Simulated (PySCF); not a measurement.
AgCl, triplet, geometry from GFN2-xTB (such geometries of metal compounds can be far from the true shape) (the multiplicity is a formal guess) (core potentials on Ag); PySCF with BHANDHLYP/def2-SVPD.

Here is a job for PySCF.
```python
from pyscf import gto, scf, dft

mol = gto.Mole()
mol.atom = '''
    Ag   -0.000000   -0.000000   -0.659236
    Cl    0.000000    0.000000    1.822593
'''
mol.basis = 'def2-svpd'
mol.ecp = {'Ag': 'def2-svpd'}
mol.charge = 0
mol.spin = 2
mol.verbose = 4
mol.build()

mf = dft.UKS(mol)
mf.xc = 'bhandhlyp'
mf.kernel()
```

The log (banner, timings and long lists left out):

```
PySCF version 2.14.0

[INPUT] verbose = 4
[INPUT] num. atoms = 2
[INPUT] num. electrons = 36
[INPUT] charge = 0
[INPUT] spin (= nelec alpha-beta = 2S) = 2
[INPUT] symmetry False subgroup None
[INPUT] Mole.unit = angstrom
[INPUT] Symbol           X                Y                Z      unit          X                Y                Z       unit  Magmom
[INPUT]  1 Ag     0.000000000000   0.000000000000  -0.659236000000 AA    0.000000000000   0.000000000000  -1.245775491454 Bohr   0.0
[INPUT]  2 Cl     0.000000000000   0.000000000000   1.822593000000 AA    0.000000000000   0.000000000000   3.444201606549 Bohr   0.0

nuclear repulsion = 68.8702723383279
number of shells = 23
number of NR pGTOs = 105
number of NR cGTOs = 61
basis = def2-svpd
ecp = {'Ag': 'def2-svpd'}

******** <class 'pyscf.dft.uks.UKS'> ********
method = UKS
initial guess = minao
damping factor = 0
level_shift factor = 0
DIIS = <class 'pyscf.scf.diis.CDIIS'>
diis_start_cycle = 1
diis_space = 8
diis_damp = 0
SCF conv_tol = 1e-09
SCF conv_tol_grad = None
SCF max_cycles = 50
direct_scf = True
direct_scf_tol = 1e-13
number electrons alpha = 19  beta = 17
XC library pyscf.dft.libxc version 7.1.2
    S. Lehtola, C. Steigemann, M. J. T. Oliveira, and M. A. L. Marques,  SoftwareX 7, 1–5 (2018)
XC functionals = bhandhlyp
    A. D. Becke,  J. Chem. Phys. 98, 1372 (1993)
    Defined through Gaussian implementation.
radial grids:
    Treutler-Ahlrichs [JCP 102, 346 (1995); DOI:10.1063/1.469408] (M4) radial grids

becke partition: Becke, JCP 88, 2547 (1988); DOI:10.1063/1.454033
pruning grids: <function nwchem_prune>
grids dens level: 3
symmetrized grids: False
atomic radii adjust function: <function treutler_atomic_radii_adjust>
small_rho_cutoff = 0
Set gradient conv threshold to 3.16228e-05
tot grids = 41320
init E= -594.194326967771

cycle= 1 E= -606.049367071249  delta_E= -11.9  |g|= 1.15  |ddm|= 3.15
cycle= 2 E= -583.366616417421  delta_E= 22.7  |g|= 4.65  |ddm|= 7.19

cycle= 3 E= -606.781930204438  delta_E= -23.4  |g|= 0.254  |ddm|= 6.62

cycle= 4 E= -606.834213988532  delta_E= -0.0523  |g|= 0.0853  |ddm|= 0.861

cycle= 5 E= -606.837027967399  delta_E= -0.00281  |g|= 0.0256  |ddm|= 0.0887

cycle= 6 E= -606.837501165174  delta_E= -0.000473  |g|= 0.0075  |ddm|= 0.0383

cycle= 7 E= -606.837596946903  delta_E= -9.58e-05  |g|= 0.00235  |ddm|= 0.0227

cycle= 8 E= -606.83761087674  delta_E= -1.39e-05  |g|= 0.00202  |ddm|= 0.00927

cycle= 9 E= -606.837617166309  delta_E= -6.29e-06  |g|= 0.00114  |ddm|= 0.00679

cycle= 10 E= -606.837619475348  delta_E= -2.31e-06  |g|= 0.000243  |ddm|= 0.00628

cycle= 11 E= -606.83761962292  delta_E= -1.48e-07  |g|= 7.34e-05  |ddm|= 0.0015

cycle= 12 E= -606.837619638782  delta_E= -1.59e-08  |g|= 3.65e-05  |ddm|= 0.00046

cycle= 13 E= -606.83761964115  delta_E= -2.37e-09  |g|= 4.29e-06  |ddm|= 0.000198

cycle= 14 E= -606.837619641204  delta_E= -5.38e-11  |g|= 9.72e-07  |ddm|= 2.79e-05

Extra cycle  E= -606.837619641206  delta_E= -2.16e-12  |g|= 4.5e-07  |ddm|= 4.47e-06
converged SCF energy = -606.837619641206  <S^2> = 2.0056252  2S+1 = 3.0037478
```
